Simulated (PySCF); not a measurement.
NMR data simulated for an unnamed compound:

¹H NMR (300 MHz, computed): δ 8.85 (d, 1H), 8.74 (s, 1H), 8.17 (d, 1H), 7.46 (m, 1H), 4.62 (s, 2H), 3.75 (s, 3H).

¹³C{¹H} NMR (computed): δ 154.2 (CH), 152.0 (CH), 140.1 (C), 139.7 (CH), 128.4 (CH), 76.4 (CH2), 61.5 (CH3).

Computational details: GFN2-xTB structure, shieldings: GIAO PBE0/pcSseg-1, in PySCF 2.14 (gas phase, one conformer, no relativistic terms, equivalent nuclei averaged).

Referencing at the same level of theory: ¹H (31.72 ppm), ¹³C (186.93 ppm) vs TMS.

Task: Which of these does the molecule contain: a carboxylic acid, a three-membered ring, a tert-butyl group, a heteroaromatic ring, a methoxy group?

Result: 
- A carboxylic acid: no.
- A three-membered ring: no.
- A tert-butyl group: no.
- A heteroaromatic ring: yes.
- A methoxy group: yes (δC 61.5; δH 3.75 (s)).

The data belong to SMILES COCc1cccnc1, C₇H₉NO; they needn't prove each group on their own.

Carbon signals by region: 5 in the sp2 and nitrile region (100–160 ppm), 2 at 50–100 ppm.

Shifts are as computed. Against solution values, carbons near 30 ppm lie about +3 ppm off and those near 130 ppm about +5 ppm. Of 1211 compounds with measured shifts, 218 miss one by over three times the rms of a fit or turn the order of signals round; such compounds aren't used in these exercises. No couplings were computed; multiplicities are counted from neighbouring protons, with m where these are inequivalent, close in shift, in a saturated or five-membered ring or joined by F or P, and br s for small geminal =CH2 splittings.
